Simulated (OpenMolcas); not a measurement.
Pd2+ with its 8 nearest fluoride ions at 2.323 Å, on the Ca site of CaF2 (a = 5.46294 Å, distance in the model lattice 2.366 Å). The rest of the host is ab initio model potentials to 7.6 Å and point charges beyond; the distance is set by hand and nothing relaxes. Ligand basis ANO-RCC-VDZP.
```
Pd    0.0000    0.0000    0.0000
F     1.3412    1.3412    1.3412
F     1.3412    1.3412   -1.3412
F     1.3412   -1.3412    1.3412
F     1.3412   -1.3412   -1.3412
F    -1.3412    1.3412    1.3412
F    -1.3412    1.3412   -1.3412
F    -1.3412   -1.3412    1.3412
F    -1.3412   -1.3412   -1.3412
```

| Quantity | Value |
| --- | --- |
| Program | OpenMolcas 26.06 |
| Method | CASSCF |
| Basis | ANO-RCC-VTZP [7s6p4d2f1g] |
| Scalar Hamiltonian | DKH2, point nucleus |
| Active space | 8 electrons in 5 orbitals (4d) |
| State averaging | 2S+1 = 3 even, 10 roots; 2S+1 = 1 even, 15 roots |
| Spin-orbit coupling | state interaction with AMFI integrals over the reference wave functions |

Q: What is the spin-free ground state (labels of O, the rotations of Oh)?

A: 3T1, 3-fold in its orbital part, 98 % from free-ion F terms; it has the highest spin that d8 allows.

Q: Where is the first state of the same spin?

A: 3T2 at 5380 cm-1 above the ground state.

Q: What are the lowest two levels with spin-orbit coupling?

A: A 1-fold level A1, then a 3-fold level T1 793.3 cm-1 above it. Their leading multiplicities are 3 (100 %) and 3 (100 %).

Q: What is χT at 300 K, and how does it compare with the textbook value?

A: The lowest level has 2S+1 = 3, for which the spin-only value is χT = S(S+1) / 2 = 1.000 cm3 K/mol (g = 2). The computed 1.667 at 300 K differs by +0.667, through orbital momentum, spin-orbit coupling and any other state in reach. With a threefold ground state the orbital momentum is unquenched, so the spin-only value is not expected to hold.

Q: Which ligand-field parameters describe the states?

A: A least-squares ligand-field fit to the states below 45000 cm-1, each weighted by its degeneracy and with a free common offset, gives 10Dq = -6272 cm-1 (negative for this site), B = 910 cm-1 and C = 3615 cm-1 (C/B = 3.97), with an rms deviation of 36 cm-1. The same method and metal basis give the free ion B = 953 cm-1 (fit to its terms below 60000 cm-1, rms deviation 8 cm-1), so the nephelauxetic ratio is β = 910 / 953 = 0.95; it hangs on how both fits weigh the states, and computed free-ion B values tend to be too large, so β mixes covalency with correlation.

An orbital triplet at a regular site is open to Jahn-Teller coupling, which can distort the site and quench the lowest spin-orbit gaps and is left out. Without dynamic correlation the repulsion within the d shell is too large (B by tens of per cent), so at a given field states of lower spin stand too high. Real 4d8 and 5d8 ions are as a rule square planar and diamagnetic. With metal d orbitals alone the field can be off either way by tens of per cent. Ligand-to-metal charge-transfer states are missing. With no ligand orbital active B as a rule stays too high, so bands that hang on it stand too high and its fall with covalency is understated. No measured value stands beside these numbers; the geometry was set by hand and not optimised.
